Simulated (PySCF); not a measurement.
Coordinates in bohr (charge 0 multiplicity 2):
```
Ta    0.0000    0.0000   -0.2956
O     2.6105    0.0000    1.6771
O    -2.6105    0.0000    1.6771
```

These are results of UB3LYP/[Ta def2-TZVP with ECP60, O def2-TZVP], scalar-relativistic core potentials, density fitting, no spin–orbit coupling, PySCF, not measurements.

This geometry of TaO₂ is a stationary point at this level.

Problem. What is the point group?

Solution. C2v.

Problem. Is it a minimum?

Solution. Yes: all harmonic wavenumbers are real.

Problem. What are the dipole moment and the gap between the highest occupied and lowest empty levels of either spin?

Solution. 5.49 D and 2.52 eV.

Problem. Give the atomic charges and bond orders.

Solution. 
```tsv
atom	Mulliken	Löwdin	polar tensor	spin (Mulliken)	Mayer order to Ta1
Ta1	1.00	0.61	1.50	1.14	–
O2,3	-0.50	-0.31	-0.75	-0.07	2.16
```

Problem. What is the atomisation energy, with and without zero-point energy?

Solution. 1416 kJ/mol without, 1403 kJ/mol with.

This need not be the most stable arrangement of these atoms. Open d and f shells are described by one determinant, and the ground state may have another occupation or spin. No spin–orbit coupling is included, which matters more the heavier the element.
